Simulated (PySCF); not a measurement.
A structure optimised at PBE0-D3(BJ)/def2-SVP, used in a PySCF frequency run:

```
Cr
O 1 1.5517
O 1 1.5517 2 113.86
O 1 1.5517 2 113.86 3 -132.79
```

Write its SMILES, formula and point group.

[O]=[Cr](=[O])=[O], CrO3, C3v

What are its rotational constants (standard atomic weights)?

8.7239, 8.7239, 4.6703 GHz
